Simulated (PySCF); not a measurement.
Computed Raman spectrum (relative Raman activity) of a molecule C4H6O2. The structure is a stationary point at ωB97X-D3(BJ)/def2-SVP. Other conformers were not sampled. Computed with ωB97X-D3(BJ)/def2-SVP run with PySCF. Harmonic, unscaled wavenumbers; measured fundamentals usually lie a few per cent lower.

```tsv
ν (cm⁻¹)	relative intensity
471	2.1
954	2.7
1107	6.8
1171	2.1
1203	3.8
1255	2.1
1324	3.2
1432	2.3
1533	8.8
1898	7.0
2917	40
3054	2.2
3064	100
3118	73
3163	30
```

Problem. Which structure fits?
A. OC[C@H]1C=CO1
B. CC=C1OCO1
C. O=CC1COC1
D. COC1=CCO1

Solution. C, O=CC1COC1
